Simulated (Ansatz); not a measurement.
`C=[CH][GeH][Cl]` radical, 8 atoms. The species carries charge 0 and has multiplicity 2. Correlated methods include outer-core shells of Ge, which these sets cover unevenly. Scalar relativity is left out up to krypton. All runs use 4 threads of an Arm Neoverse V1 on a shared host. Correlated methods freeze the cores. Open-shell runs search over several starts.

(1) How many basis functions does each run have, and how long does it take in Ansatz? direct RPA on PBE orbitals/def2-TZVPP energy; UKS PBE0-D4/def2-SVP energy; UHF-CCSD(T)/def2-TZVPP energy; UKS PBE0-D4/def2-QZVPP energy; UKS ωB97M-V/def2-SVP energy; UKS PBE0-D4/def2-TZVP frequencies; UKS BHLYP-D4/def2-TZVPP energy; UKS HSE06 (plane-wave form)-D4/def2-TZVPP energy; UHF-CCSD(T)/def2-SVP energy; UKS ωB97M-V/def2-QZVPP energy; UHF-MP2/def2-QZVPP energy; UKS PBE0-D4/def2-TZVP relaxation (7 steps). (Estimate.)

## Answers

(1) The calculation gave: Other jobs shared the machine, so times are rough.

```csv
level,job,functions,wall time,peak host memory (GiB)
UKS PBE0-D4/def2-SVP,energy,98,2.1 s,0.29
UKS HSE06 (plane-wave form)-D4/def2-TZVPP,energy,208,6 s,0.77
UKS BHLYP-D4/def2-TZVPP,energy,208,6.5 s,0.77
direct RPA on PBE orbitals/def2-TZVPP,energy,208,7.5 s,0.62
UKS ωB97M-V/def2-SVP,energy,98,8 s,0.49
UHF-CCSD(T)/def2-SVP,energy,98,15 s,0.77
UKS PBE0-D4/def2-QZVPP,energy,393,18 s,1.8
UKS ωB97M-V/def2-QZVPP,energy,393,33 s,2.2
UKS PBE0-D4/def2-TZVP,relaxation (7 steps),171,35 s,0.58
UHF-MP2/def2-QZVPP,energy,393,55 s,2.1
UKS PBE0-D4/def2-TZVP,frequencies,171,2.1 min,0.57
UHF-CCSD(T)/def2-TZVPP,energy,208,6.4 min,7.5
```

The UHF reference is spin-contaminated (⟨S²⟩ = 0.85, T1 = 0.022).
